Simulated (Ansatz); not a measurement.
BrH2In (SMILES [Br][InH2]) moved off its minimum; all values from Ansatz (a first-principles code), cores frozen in correlated methods. Elements past Kr take the def2 small-core potentials, without spin–orbit coupling.
(charge 0, multiplicity 1)
```xyz
4

In    -0.4520    -0.8213     0.2101
H      0.1529    -1.8211     1.5018
H     -1.9642    -0.9145    -0.8423
Br     0.7395     1.4345    -0.2035
```

Give the forces (eV/Å), the total energy and the dipole at CCSD(T)/def2-TZVPPD.


```
atom      Fx      Fy      Fz
----  ------  ------  ------
In1   -0.696   0.666  -0.562
H2     0.036   0.038  -0.141
H3     0.904  -0.054   0.576
Br4   -0.244  -0.651   0.127
```
Energy -2763.1027 hartree, dipole 3.05 D.
